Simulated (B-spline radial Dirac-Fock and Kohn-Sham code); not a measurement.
ΔSCF core binding energies without Breit or QED terms, calculated with a radial atomic solver.

A sound run for the V atom in the configuration 1s2 2s2 2p6 3s2 3p6 3d3 4s2: The ground state converged in 12 iterations, with total energy -948.18874 Ha, virial ratio 1.98862 and highest orbital energy -6.38 eV. ΔSCF binding energies: K (1s) 5484.3 eV, L3 (2p3/2) 526.3 eV. Holes are computed only in closed shells, and unreliable hole states are left out.

A second run, with one unsound setting: The ground state had not converged after 79 iterations, with total energy -947.40291 Ha, virial ratio 1.96886 and highest orbital energy 5.06 eV. ΔSCF binding energies: K (1s) 5496.0 eV, L3 (2p3/2) 533.9 eV (not all states converged, so these are not final). Holes are computed only in closed shells, and unreliable hole states are left out.

```
iter   energy (Ha)        error
   1     -942.66071994  8.53e-01
   2     -946.05951608  2.96e-01
   3     -946.08643445  2.94e-01
   4     -946.11302414  2.91e-01
   5     -946.13928903  2.88e-01
   6     -946.16523296  2.86e-01
   7     -946.19085971  2.83e-01
   8     -946.21617303  2.80e-01
   9     -946.24117663  2.78e-01
  17     -946.43048617  2.57e-01
  25     -946.60197687  2.40e-01
  33     -946.75727510  2.27e-01
  41     -946.89786293  2.15e-01
  49     -947.02508990  2.04e-01
  57     -947.14018440  1.93e-01
  65     -947.24426414  1.82e-01
  73     -947.33834596  1.72e-01
  79     -947.40290587  1.65e-01
```

Question: Which fault fits the second run best?
A. functional not served
B. box too small
C. nuclear radius in wrong units
D. damping too heavy

Answer: D. The input had damp = 0.995; ndamp = 100: damp is so close to 1 that the orbitals hardly move in each step.
